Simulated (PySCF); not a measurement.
CH₃F₃OSi, SMILES OC[Si](F)(F)F. Atoms are numbered in the order given.

```xyz
9

O     -2.2735     0.3556    -0.0298
C     -1.3486    -0.7131     0.1357
Si     0.4083    -0.0806    -0.0249
F      0.8398     0.2709    -1.5443
F      1.5190    -1.0997     0.5702
F      0.4915     1.3020     0.8277
H     -2.0676     1.0254     0.6496
H     -1.4675    -1.2641     1.1026
H     -1.5531    -1.4575    -0.6626
```

Coordinates come from a PBE-D3(BJ)/def2-SVP optimisation. The values are those of a single conformer.

Calculation: PBE-D3(BJ)/def2-SVP in PySCF.

Frequencies are harmonic and unscaled.

| mode | ν (cm⁻¹) | IR (km/mol) | moving atoms (share of kinetic energy) |
|---|---|---|---|
| 1 | 70 | 5.3 | O 37 %, F 33 %, H 18 %, C 8 % |
| 2 | 112 | 3.1 | F 50 %, O 37 % |
| 3 | 185 | 6.1 | F 47 %, H 32 %, C 17 % |
| 4 | 251 | 7.3 | F 68 %, O 20 %, C 8 % |
| 5 | 290 | 20.3 | F 76 %, Si 16 % |
| 6 | 321 | 21.8 | F 62 %, Si 17 %, C 9 %, O 9 % |
| 7 | 369 | 170.6 | H 60 %, O 13 %, F 11 %, C 8 % |
| 8 | 410 | 15.8 | F 37 %, H 29 %, Si 21 %, C 9 % |
| 9 | 652 | 0.5 | C 42 %, F 39 %, H 13 % |
| 10 | 746 | 5.6 | H 62 %, C 28 %, F 10 % |
| 11 | 854 | 163.7 | F 44 %, Si 42 % |
| 12 | 945 | 141.8 | Si 50 %, F 48 % |
| 13 | 960 | 168.0 | Si 50 %, F 45 % |
| 14 | 1044 | 98.0 | O 46 %, C 39 %, H 13 % |
| 15 | 1129 | 26.3 | H 91 % |
| 16 | 1253 | 3.9 | H 74 %, C 24 % |
| 17 | 1343 | 29.2 | H 82 %, C 11 % |
| 18 | 1395 | 5.9 | H 95 % |
| 19 | 2905 | 31.3 | H 94 % |
| 20 | 3026 | 4.5 | H 92 %, C 8 % |
| 21 | 3691 | 38.2 | H 94 % |
